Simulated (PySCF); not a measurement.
**Computed properties of CH5BS, SMILES BSC**

B(H)2(SMe) (CH5BS), SMILES BSC. Coordinates come from a B3LYP-D3(BJ)/def2-TZVP optimisation. Other conformers were not sampled. All values are computed for the isolated molecule unless a solvent is named; none is compared with measurement here.

**Structure.** The optimised structure has Cs symmetry. All 18 harmonic modes at B3LYP-D3(BJ)/def2-TZVP (PySCF) are real, so it is a minimum. With heavy atoms numbered as in [BH2:1][S:4][CH3:5], the shortest bond between them is B1–S4 at 1.756 Å and the longest S4–C5 at 1.826 Å.

**Vibrations.** The strongest infrared lines (harmonic, unscaled, degenerate partners summed) lie at 2598 cm⁻¹ (86 km/mol, H 96 %), 2698 cm⁻¹ (84 km/mol, H 88 %, B 12 %), 1198 cm⁻¹ (52 km/mol, H 81 %, B 18 %). The softest mode is at 64 cm⁻¹ and the zero-point energy is 37.5 kcal/mol.

**Electronic structure.** B3LYP/def2-TZVPD (PySCF) places the frontier levels at -7.62 and -1.30 eV, a gap of 6.32 eV, and gives a dipole moment of 1.71 D and a mean polarisability of 51.4 bohr³.

**Excitations.** TDDFT-M06-2X/def2-SVPD (PySCF) has S1 at 6.01 eV (206 nm, f = 0.000, dark); the most intense of the 10 singlets computed lies at 6.12 eV (f = 0.17). T1 (TDA) is at 4.50 eV. No vertical singlet excitation falls in the visible range (under 3.1 eV).

**NMR.** GIAO shifts at PBE0/pcSseg-2 (PySCF) (non-relativistic, atoms alike by connectivity averaged): ¹³C at 28.8 ppm against TMS; ¹H from 2.6 to 7.0 ppm against TMS; ¹¹B at 59.2 ppm against BF3.
